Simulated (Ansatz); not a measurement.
CrCl3 was relaxed with B3LYP-D4 (def2-SVP, def2-SVPD) in Ansatz in these states: charge +1 triplet, charge -1 quintet, neutral quartet. The geometries follow in no particular order.

A:

```xyz
4

Cr    0.049   -0.013    0.041
Cl    1.093    1.649   -0.814
Cl    0.196   -1.945   -0.868
Cl   -1.338    0.309    1.641
```

B:

```xyz
4

Cr   -0.044   -0.029    0.023
Cl    1.117   -0.948   -1.422
Cl    0.776    1.742    0.713
Cl   -1.849   -0.765    0.687
```

C:

```xyz
4

Cr    0.007    0.126   -0.084
Cl   -0.029   -0.426   -2.341
Cl   -0.092   -1.760    1.224
Cl    0.114    2.060    1.201
```

Question: Judge from the bond lengths which geometry belongs to which state (an estimate).

Answer: A is the neutral quartet (Cr1–Cl4 2.141 Å, Cr1–Cl2 2.141 Å, Cr1–Cl3 2.141 Å); B is the charge +1 triplet (Cr1–Cl4 2.060 Å, Cr1–Cl2 2.069 Å, Cr1–Cl3 2.070 Å); C is the charge -1 quintet (Cr1–Cl4 2.325 Å, Cr1–Cl2 2.324 Å, Cr1–Cl3 2.297 Å).

At B3LYP-D4/def2-SVP the relaxed charge 1 triplet is spin-contaminated (final ⟨S²⟩ up to 2.16, 2.00 for a pure state).
